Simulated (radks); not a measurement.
The numbers below are computed, except where a source is named.
Valence configurations of the thallium ion Tl3+ (all share [Xe]). Code: a radial shooting solver on a logarithmic mesh with Libxc functionals. Model: Dirac Kohn-Sham, PBE, spin-unpolarised, spherical densities, finite nucleus; open shells fill j = l - 1/2 first; Fermi nuclear charge, rms radius 5.4759 fm. Energies are relative to 4f14 5d10; eigenvalues in eV.

valence	E (eV)	e(4f5/2)	e(4f7/2)	e(5d3/2)	e(5d5/2)	e(6p1/2)
4f14 5d10	0.000	-145.62	-141.02	-45.688	-43.381	-
4f12 5d10 6s2	243.21	-181.57	-176.70	-56.342	-53.501	-
4f14 5d9 6p1	18.181	-151.24	-146.64	-49.916	-47.496	-28.167
4f13 5d10 6s1	113.70	-163.23	-158.49	-50.874	-48.303	-
4f11 5d10 6s2 6p1	399.39	-201.77	-196.75	-63.108	-59.979	-31.555
4f12.5 5d9.5 6s2	183.07	-174.71	-169.91	-55.278	-52.523	-
4f14 5d9 6s1	9.137	-150.04	-145.44	-48.849	-46.446	-
4f13 5d10 6p1	122.88	-164.43	-159.69	-51.954	-49.368	-28.483
4f14 5d9.5 6s0.5	4.382	-147.81	-143.21	-47.261	-44.906	-
4f14 5d8 6p2	38.666	-156.94	-152.34	-54.123	-51.590	-29.945

NIST lists [Xe] 4f14 5d10 as the ground configuration; this level of theory agrees among the configurations tried. The energies are those of spherical spin-averaged densities, not of single terms.
